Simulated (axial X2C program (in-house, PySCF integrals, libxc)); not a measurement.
**CoCN⁻: properties at the nuclei**

Calculated with an in-house all-electron X2C program for linear molecules (integrals from PySCF): two-component X2C with atomic mean-field Coulomb and Gaunt terms, Gaussian nuclei, basis Co dyall-v3z, C dyall-v3z, N dyall-av3z with contracted cores.

Co–C–N held linear, with bonds 1.935 and 1.169 Å (near the PBE0 minimum at charge -1 of the determinant lowest at the starting distance; the state shown can have its own minimum elsewhere, held linear; other orders of the atoms were not compared).

Determinant lowest in the PBE0 search, Ω = 7/2 (⟨Sz⟩ = 1.50, ⟨Lz⟩ = 2.00 at PBE0), spin on the atoms Co 1.53, C 0.03, N -0.06:

```
 level  Eeff magnitude (GV/cm)  Ws magnitude Co (kHz)  A∥/gI Co (MHz)  qzz Co (a.u.)  A∥/gI C (MHz)  qzz C (a.u.)  A∥/gI N (MHz)  qzz N (a.u.)
  PBE0                    0.52                 0.0718             530          -1.51           9.28         -0.68           3.03         -0.96
    HF                   0.254                 0.0408             412          -1.70           3.52         -0.83          0.851         -1.14
r2SCAN                   0.538                 0.0742             569          -1.51           12.3         -0.67           3.44         -0.93
```

Eeff is the effective electric field on the electron electric dipole moment in this Ω state and Ws the scalar–pseudoscalar constant of the nucleus named (defined with the proton number Z and per Ω); A∥ (defined per Ω) follows by multiplying with gI = μI/(I μN); qzz is the electric field gradient, eQq0 = 234.96 MHz × Q/barn × qzz. The operators were transformed with the bare-nucleus X2C matrices; with these basis sets, hyperfine constants and field gradients can be off by tens of per cent, and where levels differ in sign neither size nor sign is settled.

Task: With gI(59Co) = 1.3220, Q(59Co) = 0.42 barn, Q(14N) = 0.02044 barn (g factors from the IAEA table of nuclear moments by Stone; Q from Pyykkö, Mol. Phys. 2018), turn the PBE0 values of the first state into constants in MHz.

Result: A∥(59Co) = 530 × 1.3220 = 701 MHz; eQq0(59Co) = 234.96 × (0.42) × (-1.51) = -149 MHz; eQq0(14N) = 234.96 × (0.02044) × (-0.96) = -4.61 MHz.

The molecule was held linear; bending was not examined, so a bent shape may lie lower.

Each state is one determinant with collinear spin, which with several unpaired electrons need not be a pure state. Unrestricted Hartree–Fock can overshoot spin polarisation at the nuclei. For an anion, determinants above electron detachment, or with a positive highest level, are held by the basis set. With several open shells hyperfine constants can be off by a factor of several. Where Eeff spreads by more than a factor of two the levels disagree and none is to be relied on. At HF a later determinant lies lower. States lie within half an eV, so the first need not be the ground state. Further determinants of the search, some of them spin-mixed, are not shown. Where a field gradient or hyperfine factor spreads by more than a factor of two over the levels, a constant derived from it is not to be relied on.
